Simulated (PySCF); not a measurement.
Compound: C5H12NO (doublet state).
Geometry (PBE0-D3(BJ)/def2-SVP, Å), atoms numbered from 1 in this order:
```xyz
19
C5H12NO angstrom
C      2.0876   -0.4533    0.2922
N      1.0740    0.3611   -0.3484
O      1.3781    0.8888   -1.4553
C     -0.3716    0.1542   -0.0716
C     -1.0762    1.4793   -0.3477
C     -0.5816   -0.2567    1.3817
C     -0.8821   -0.9310   -1.0231
H      2.0080   -1.5150   -0.0065
H      2.0291   -0.3896    1.3868
H      3.0554   -0.0658   -0.0467
H     -0.7309    2.2545    0.3529
H     -2.1634    1.3617   -0.2312
H     -0.8554    1.8161   -1.3682
H     -1.6603   -0.3209    1.5859
H     -0.1470   -1.2418    1.6066
H     -0.1532    0.4855    2.0725
H     -0.6818   -0.6337   -2.0623
H     -0.3834   -1.8945   -0.8338
H     -1.9651   -1.0804   -0.8987
```

Level of theory: PBE0-D3(BJ)/def2-SVP geometry optimisation, gas phase (PySCF 2.14.0).

Masses are those of the commonest isotopes; rigid-rotor values at the optimised geometry. 

Question: What are A, B and C (cm⁻¹)?

Answer: Ia = 155.92, Ib = 212.18, Ic = 253.96 u·Å²; 505379 MHz·u·Å²/I gives 3241, 2382 and 1990 MHz, that is A = 0.10812, B = 0.07945, C = 0.06638 cm⁻¹.

Question: What kind of rotor is it?

Answer: An asymmetric top: κ = (2 × 2382 − 3241 − 1990)/(3241 − 1990) = -0.37.

Question: What does the inertial defect say?

Answer: Not planar: Δ = Ic − Ia − Ib = -114.15 u·Å². For a rigid frame Δ = −2 Σ m c², so Σ m c² = 57.07 u·Å² lies off the ab plane: 19.09 from hydrogen and 37.99 from heavier atoms. The atom farthest from that plane is 2.10 Å away.

Question: Where do the levels up to J = 4 lie, in cm⁻¹?

Answer: Above 0(0,0):
J = 1: 1(0,1) 0.1458, 1(1,1) 0.1745, 1(1,0) 0.1876
J = 2: 2(0,2) 0.4339, 2(1,2) 0.4531, 2(1,1) 0.4923, 2(2,1) 0.5783, 2(2,0) 0.5818
J = 3: 3(0,3) 0.8587, 3(1,3) 0.8690, 3(1,2) 0.9468, 3(2,2) 1.0158, 3(2,1) 1.0321, 3(3,1) 1.1938, 3(3,0) 1.1944
J = 4: 4(0,4) 1.4159, 4(1,4) 1.4206, 4(1,3) 1.5470, 4(2,3) 1.5963, 4(2,2) 1.6386, 4(3,2) 1.7827, 4(3,1) 1.7869, 4(4,1) 2.0243, 4(4,0) 2.0244

Question: Predict some low-J microwave lines.

Answer: The dipole components are |μa| = 1.29 D, |μb| = 2.69 D, |μc| = 0.12 D. The squared components, which scale the intensities, stand as 0.23 : 1.00 : 0.00 (a : b : c). Some lines, for components of 0.1 D or more:

| type | branch | J(Ka,Kc) | MHz | lower level (cm⁻¹) |
| --- | --- | --- | --- | --- |
| a | Q | 1(1,0) ← 1(1,1) | 392 | 0.174 |
| a | Q | 2(1,1) ← 2(1,2) | 1175 | 0.453 |
| b | Q | 1(1,0) ← 1(0,1) | 1251 | 0.146 |
| c | Q | 2(2,1) ← 2(1,1) | 2578 | 0.492 |
| b | Q | 2(2,0) ← 2(1,1) | 2685 | 0.492 |
| a | R | 1(0,1) ← 0(0,0) | 4372 | 0.000 |
| b | R | 1(1,1) ← 0(0,0) | 5231 | 0.000 |
| c | R | 1(1,0) ← 0(0,0) | 5623 | 0.000 |
| b | R | 2(0,2) ← 1(1,1) | 7778 | 0.174 |
| a | R | 2(1,2) ← 1(1,1) | 8352 | 0.174 |
| a | R | 2(0,2) ← 1(0,1) | 8637 | 0.146 |
| b | R | 2(1,2) ← 1(0,1) | 9211 | 0.146 |
| b | R | 2(2,1) ← 1(1,0) | 11714 | 0.188 |
| c | R | 2(2,1) ← 1(1,1) | 12106 | 0.174 |

For this open shell read J as N, the rotation without spin; fine and hyperfine splittings come on top. No PBE0-D3(BJ)/def2-SVP frequencies stand behind this structure, so it isn't proved a minimum. ⟨S²⟩ = 0.754 (exact for a doublet: 0.75). These are rigid-rotor constants of the computed structure; measured ground-state constants (B0) also hold zero-point vibration. A rigid rotor knows nothing of internal rotation, which can split or shift real lines. Quadrupole hyperfine structure (14N) is left out.

Time: 4.7 min of wall time. Hardware: one thread of an Arm Neoverse V1, shared host. This is the geometry optimisation.
